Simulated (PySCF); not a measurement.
BiN: energy against distance

Set-up: Bi def2-TZVPP with ECP60, N def2-TZVPP; scalar-relativistic core potentials (PySCF 2.14). Energies in eV from Bi + N in their ground configurations at the same level. All curves are PBE0. state 1: Ms = 0 determinant of mixed spin (⟨S²⟩ near 0.4), paired orbitals spin-polarised; state 2: Ms = 1 determinant of mixed spin (⟨S²⟩ near 2.4), unpaired electrons π ↑↑, a mixture of terms (⟨Lz²⟩ = 2.0), a second solution, started from another occupation; state 3: ⁵Σ⁺ (quintet), unpaired electrons π ↑↑↑↑, a second solution, started from another occupation.

```csv
R (Å),state 1,state 2,state 3
1.663,-1.117,1.838,4.7843
1.741,-1.972,0.526,2.9673
1.818,-2.385,-0.315,1.6585
1.876,-2.496,-0.714,0.9337
1.934,-2.520,-0.967,0.3816
1.992,-2.482,-1.113,-0.0310
2.069,-2.364,-1.196,-0.4103
2.166,-2.153,-1.177,-0.6771
2.282,-1.856,-1.045,-0.7859
2.437,-1.451,-0.770,-0.7082
```

Question: Put a parabola through the three lowest points of the state 2 curve and estimate Re, k and ωe (reduced mass 13.12 u; 1 eV/Å² = 0.16022 mdyn/Å; ωe = 1302.8·√(k/μ) cm⁻¹).

Answer: Through R = 1.992, 2.069, 2.166 Å the second-order coefficient is 7.32 eV/Å², so Re ≈ 2.104 Å, k ≈ 2.35 mdyn/Å and ωe ≈ 551 cm⁻¹. A polynomial fit of higher order to the unrounded PBE0 energies gives Re = 2.100 Å, k = 2.01 mdyn/Å, ωe = 510 cm⁻¹; anharmonicity and rounding make the difference.

The higher-order fit for each curve: state 2: Re = 2.100 Å, ωe = 510 cm⁻¹, minimum 1.20 eV below the ground-state fragments; state 3: Re = 2.300 Å, ωe = 460 cm⁻¹, minimum 0.79 eV below the ground-state fragments. State 1 gave no clean fit.

⟨S²⟩ of the unrestricted solution departs from its pure value on part of the curve, where spin states mix. These are scalar-relativistic numbers at best; spin–orbit coupling would shift them, the dissociation energy most.
